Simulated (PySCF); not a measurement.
Species: C4H9ClOSi.
Cartesian coordinates in Å at the PBE0-D3(BJ)/def2-SVP level; atoms count from 1:
```xyz
16
C4H9ClOSi angstrom
Cl    -2.9948   -0.2136    0.9426
C     -1.5142    0.1409   -0.0078
C     -0.6909    1.2215    0.6996
O      0.4642    1.5431   -0.0221
C      1.4933    0.5857    0.0315
C      1.1970   -0.6655   -0.7978
Si    -0.4505   -1.4108   -0.2516
H     -1.8477    0.5320   -0.9817
H     -0.4428    0.8802    1.7257
H     -1.2860    2.1432    0.7936
H      2.3947    1.0941   -0.3443
H      1.6928    0.3052    1.0866
H      2.0198   -1.3929   -0.7023
H      1.1325   -0.3884   -1.8636
H     -0.3065   -2.0926    1.0703
H     -1.0450   -2.3491   -1.2480
```

Method: core-valence-separated Tamm–Dancoff BHandHLYP/aug-pcX-1 (pcseg-1 on H, def2-SVPD on Cl, def2-SVPD on Si) in PySCF, non-relativistic, gas phase, PBE0-D3(BJ)/def2-SVP geometry. Absolute energies from this functional tend to lie a few eV below measured edges; no shift was applied.

The lowest roots of each edge with f over 0.003 (five at most, numbered afresh; weaker and dark ones are left out), with transition dipoles (au) in the frame of the coordinates:

```
root  edge  E (eV)       μx       μy       μz
   1     C  284.46  -0.0803  -0.0223   0.0498
   2     C  285.25   0.0101  -0.0321  -0.0227
   3     C  285.81   0.0198  -0.0360   0.0470
   4     C  286.05   0.0416  -0.0038  -0.0060
   5     C  286.42   0.0509   0.0197  -0.0137
   6     O  533.66   0.0159   0.0168  -0.0077
   7     O  534.24   0.0054  -0.0272   0.0207
   8     O  534.49  -0.0343   0.0007   0.0008
   9     O  534.62  -0.0112   0.0036   0.0117
  10     O  535.09  -0.0201   0.0140   0.0115
```

Question: What are the oscillator strengths?

Answer: f = (2/3) ΔE |μ|², with ΔE in hartree (27.2114 eV):

```
root  ΔE (Eh)  |μ|² (au)      f  core hole on
   1  10.4537   0.009425  0.066            C2
   2  10.4829   0.001648  0.011            C6
   3  10.5035   0.003897  0.027            C6
   4  10.5120   0.001781  0.013            C6
   5  10.5257   0.003167  0.022            C6
   6  19.6116   0.000594  0.008            O4
   7  19.6328   0.001197  0.016            O4
   8  19.6420   0.001178  0.015            O4
   9  19.6468   0.000275  0.004            O4
  10  19.6640   0.000732  0.010            O4
```

Question: Molecules are fixed in this frame and the field points along (0, 1, 1)/√2. What effective strengths 3 f cos²θ do the roots have (θ between field and μ)?

Answer: root 1 (C2): 0.008, root 2 (C6): 0.031, root 3 (C6): 0.001, root 4 (C6): 0.001, root 5 (C6): 0.000, root 6 (O4): 0.002, root 7 (O4): 0.001, root 8 (O4): 0.000, root 9 (O4): 0.005, root 10 (O4): 0.013. Root 2 is the strongest. Averaged over all orientations cos²θ is 1/3, which gives f back.

Time: 14 s wall; peak memory 1.1 GiB. Hardware: an AMD EPYC 9R45 with one thread, shared host with 96 logical CPUs at a one-minute load of 27.

One conformer stands for the species.
